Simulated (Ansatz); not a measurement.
CHF2, doublet, at a GFN2-xTB geometry. Base run: PBE/cc-pVTZ (Ansatz, an electronic-structure program).

Geometry (Å):
```xyz
4

C      0.0640    -0.0005     0.5004
F     -0.0807     1.0957    -0.2311
F     -0.0603    -1.0959    -0.2361
H      0.8850     0.0055     1.2027
```
Charge 0, spin multiplicity 2.
Orbitals are unrestricted.
All else is at Ansatz's defaults.

The base run was repeated with changes; each row names its change, and settings that it needs were set with it.

```csv
change,basis functions,E (Eh)
base,104,-238.17309
basis = jorge-DZP-DKH; relativity = spin-free X2C; nucleus = Gaussian,50,-238.32557
basis = cc-pVTZ-DK; relativity = none,104,-238.15986
basis = cc-pVTZ-DK; relativity = spin-free X2C; nucleus = Gaussian,104,-238.36511
basis = cc-pVTZ-DK; relativity = spin-free X2C,104,-238.36516
basis = ANO-RCC-VDZP; relativity = spin-free X2C,47,-238.37689
basis = ANO-RCC-VDZP; relativity = spin-free X2C; nucleus = Gaussian,47,-238.37684
basis = jorge-DZP-DKH; relativity = none,50,-238.12350
basis = ANO-RCC-VDZP; relativity = none,47,-238.16259
basis = jorge-DZP-DKH; relativity = spin-free X2C,50,-238.32562
```

Absolute energies of different levels of theory aren't comparable as measures of quality.

Ansatz warned in this series: the basis is contracted for relativity, which the run leaves out.

Basis sets contracted for a relativistic Hamiltonian are a mismatch without it, so the rows without relativity aren't non-relativistic limits. No row has spin-orbit coupling; sets with core potentials leave out the core electrons.
